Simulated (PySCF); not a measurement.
## Orbital picture of Sn₂

PBE0 at R = 2.757 Å; basis Sn x2c-TZVPPall; spin-free X2C with a Gaussian nucleus; PySCF 2.14. State: ³Σg⁻ (triplet), unpaired electrons π ↑↑. Only the outer orbitals are listed.

```
spin  orbital  occ.  ε (eV)  main shells (%)
   α       σg     1  -13.56             92 s
   α       σu     1  -10.51             93 s
   α       πu     1   -5.60             96 p
   α       πu     1   -5.60             96 p
   α       σg     1   -5.42        91 p, 8 s
   α       πg     0   -2.35             99 p
   α       πg     0   -2.35             99 p
   β       σg     1  -12.52             93 s
   β       σu     1   -9.80        91 s, 9 p
   β       σg     1   -5.07             92 p
   β       πu     0   -3.16             98 p
   β       πu     0   -3.16             98 p
   β       πg     0   -1.31             97 p
```

Q: Which are the highest filled and the lowest empty level, where do they sit, and how wide is the gap?

A: Highest filled β σg at -5.07 eV (in %: 92 p); lowest empty β πu at -3.16 eV (in %: 98 p); the gap at PBE0 is 1.91 eV.

```
bond order (Mayer)             : 2.01
⟨S²⟩                           : 2.004
polarisability along the bond  : 179.1 bohr³
polarisability across the bond : 74.9 bohr³
```

Spin–orbit coupling is left out. The state is the lowest determinant that a PBE0 search found; another state may lie lower at other levels.
